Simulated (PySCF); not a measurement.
silene (CH4Si), SMILES C=[SiH2]. Atoms are numbered in the order given.

```xyz
6

C      0.0000     0.0000    -1.1520
Si     0.0000     0.0000     0.5489
H      0.0000    -0.9153    -1.7295
H      0.0000     0.9153    -1.7295
H      0.0000     1.2405     1.3431
H      0.0000    -1.2405     1.3431
```
Charge 0, spin multiplicity 1.

Coordinates come from a B3LYP-D3(BJ)/def2-TZVP optimisation.

Two levels are set side by side: PBE/pcJ-1 (PySCF) and PBE0/pcJ-1 (PySCF). One-bond couplings, all four terms, same geometry. Isotopes: 13C, 1H, 29Si. Differences are taken from unrounded values.

| quantity | PBE |
|---|---|
| ¹J(C1,Si2) (Hz) | -110.5 |
| ¹J(C1,H3) (Hz) | 153.1 |
| ¹J(C1,H4) (Hz) | 153.1 |
| ¹J(Si2,H5) (Hz) | -236.8 |
| ¹J(Si2,H6) (Hz) | -236.8 |

Question: These are the PBE values. What does PBE0 give? (An estimate is asked for; the answer gives what the named calculation found.)

Answer: 
| quantity | PBE0 | PBE minus PBE0 |
|---|---|---|
| ¹J(C1,Si2) (Hz) | -136.6 | 26.1 |
| ¹J(C1,H3) (Hz) | 159.4 | -6.3 |
| ¹J(C1,H4) (Hz) | 159.4 | -6.3 |
| ¹J(Si2,H5) (Hz) | -250.8 | 14.0 |
| ¹J(Si2,H6) (Hz) | -250.9 | 14.0 |

Rough cost on one machine, each run with all the roots and properties that it gave: PBE0 against PBE within a factor of 2.
